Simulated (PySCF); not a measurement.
**InTe: energy against distance**

Set-up: PySCF, scalar-relativistic core potentials, basis sets In def2-SVP with ECP28, Te def2-SVP with ECP28. Energies in eV from In + Te in their ground configurations at the same level. State: ²Π (doublet), unpaired electrons π ↑.

All columns are PBE0. A positive dipole means In(−)Te(+).

```csv
R (Å),E (eV),μ (D),Mulliken charge on In (basis-dependent),HOMO (eV),LUMO (eV),Mayer bond order,⟨S²⟩
2.465,-1.910,-0.37,0.12,-5.69,-4.69,1.29,0.75
2.579,-2.325,-1.05,0.18,-5.79,-4.45,1.23,0.75
2.694,-2.546,-1.73,0.23,-5.86,-4.23,1.18,0.75
2.780,-2.623,-2.23,0.27,-5.88,-4.07,1.14,0.75
2.866,-2.642,-2.73,0.30,-5.84,-3.93,1.11,0.75
2.952,-2.619,-3.22,0.32,-5.70,-3.79,1.08,0.75
3.067,-2.539,-3.85,0.35,-5.52,-3.62,1.05,0.76
3.210,-2.389,-4.60,0.38,-5.32,-3.43,1.01,0.76
3.382,-2.166,-5.45,0.40,-5.12,-3.24,0.97,0.76
3.611,-1.841,-6.48,0.42,-4.88,-3.05,0.94,0.77
```

A fit through these points gives, at Re = 2.858 Å, μ = -2.69 D and dμ/dR = -5.74 D/Å; the reduced mass is 60.97 u.

How strong is the fundamental in the double-harmonic approximation, I = 42.26·(dμ/dR)²/μred km/mol?

I = 42.26·(-5.74)²/60.97 = 22.8 km/mol at PBE0.

These are scalar-relativistic numbers at best; spin–orbit coupling would shift them, the dissociation energy most. The state is the lowest determinant that a PBE0 search found; another state may lie lower at other levels.
